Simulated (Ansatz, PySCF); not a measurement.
Si(H)2(OMe)(PH2) (CH₇OPSi), SMILES CO[SiH2]P. Atoms are numbered in the order given.

```xyz
11

Si     0.2117     0.8235    -0.2487
P      1.5174    -0.9015     0.4746
O     -1.2517     0.2382    -0.7881
C     -2.1598    -0.4919     0.0056
H      0.7911     1.5752    -1.3913
H      0.0308     1.7349     0.9248
H      2.6086    -0.0281     0.7788
H      2.0054    -1.2212    -0.8297
H     -2.5360     0.1069     0.8566
H     -3.0201    -0.7790    -0.6185
H     -1.7046    -1.4142     0.4124
```
Charge 0, spin multiplicity 1.

Coordinates come from a B3LYP-D3(BJ)/def2-SVP optimisation. Other conformers were not sampled.

Two levels are set side by side: PBE-D3(BJ)/def2-SVP (Ansatz, an electronic-structure program) and B3LYP-D3(BJ)/def2-SVP (Ansatz). Each level has its own optimised geometry; the coordinates shown are those of the second. Frequencies come from the Hessian of PySCF at each geometry. Differences are taken from unrounded values.

```json
[
 {"quantity": "mean bond length (Å)", "B3LYP-D3(BJ)": "1.451"},
 {"quantity": "bond Si1–P2 (Å)", "B3LYP-D3(BJ)": "2.281"},
 {"quantity": "bond Si1–O3 (Å)", "B3LYP-D3(BJ)": "1.666"},
 {"quantity": "bond O3–C4 (Å)", "B3LYP-D3(BJ)": "1.410"},
 {"quantity": "bond Si1–H5 (Å)", "B3LYP-D3(BJ)": "1.485"},
 {"quantity": "bond Si1–H6 (Å)", "B3LYP-D3(BJ)": "1.497"},
 {"quantity": "bond P2–H7 (Å)", "B3LYP-D3(BJ)": "1.431"},
 {"quantity": "bond P2–H8 (Å)", "B3LYP-D3(BJ)": "1.429"},
 {"quantity": "bond C4–H9 (Å)", "B3LYP-D3(BJ)": "1.106"},
 {"quantity": "bond C4–H10 (Å)", "B3LYP-D3(BJ)": "1.101"},
 {"quantity": "bond C4–H11 (Å)", "B3LYP-D3(BJ)": "1.106"},
 {"quantity": "highest harmonic wavenumber (cm⁻¹)", "B3LYP-D3(BJ)": "3107"},
 {"quantity": "mean harmonic wavenumber (cm⁻¹)", "B3LYP-D3(BJ)": "1251"},
 {"quantity": "zero-point energy (kcal/mol)", "B3LYP-D3(BJ)": "48.30"}
]
```

### Question
What does PBE-D3(BJ) give, and how far is it from B3LYP-D3(BJ)? (Estimate from the structure and the level; the computed values follow.)

### Answer

| quantity | PBE-D3(BJ) | PBE-D3(BJ) minus B3LYP-D3(BJ) |
|---|---|---|
| mean bond length (Å) | 1.461 | 0.010 |
| bond Si1–P2 (Å) | 2.286 | 0.005 |
| bond Si1–O3 (Å) | 1.681 | 0.015 |
| bond O3–C4 (Å) | 1.415 | 0.005 |
| bond Si1–H5 (Å) | 1.499 | 0.014 |
| bond Si1–H6 (Å) | 1.511 | 0.015 |
| bond P2–H7 (Å) | 1.442 | 0.012 |
| bond P2–H8 (Å) | 1.441 | 0.012 |
| bond C4–H9 (Å) | 1.115 | 0.009 |
| bond C4–H10 (Å) | 1.109 | 0.008 |
| bond C4–H11 (Å) | 1.115 | 0.009 |
| highest harmonic wavenumber (cm⁻¹) | 3042 | -65 |
| mean harmonic wavenumber (cm⁻¹) | 1214 | -38 |
| zero-point energy (kcal/mol) | 46.85 | -1.45 |

GGA bonds tend to be longer and softer than those of functionals with exact exchange. Differences between two approximate levels are no errors against the true value.
